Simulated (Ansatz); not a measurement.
System: CdF, net charge 0, doublet state. The spin state was set by rule; other spins were not relaxed. SMILES: [Cd][F]
Structure (B3LYP-D3(BJ)/def2-TZVP (Ansatz, a first-principles code) minimum search):
```
Cd
F 1 2.0197
```
Charge 0, spin multiplicity 2.

Wanted: vertical ionisation energy (to the singlet state of charge +1; each state is the SCF solution reached for its spin; for the singlet T1 is 0.029), in eV. Correlated levels leave the core frozen unless marked. Open shells are spin-unrestricted. Spin-orbit coupling is left out. Frozen are the shells of the preceding noble gas and the d and f shells that filled before the atom's block. Past Kr the def2 sets carry scalar-relativistic core potentials. CBS(X,Y): correlation extrapolated as X^-3; Hartree-Fock from the larger set.

```
level           program  vertical ionisation energy (eV)
--------------  -------  -------------------------------
PBE/def2-TZVPD   Ansatz                             9.26
```

Task: Estimate the value at CCSD(T)/CBS(def2-TZVPPD,def2-QZVPPD) as computed with Ansatz.

Result: 9.15 eV
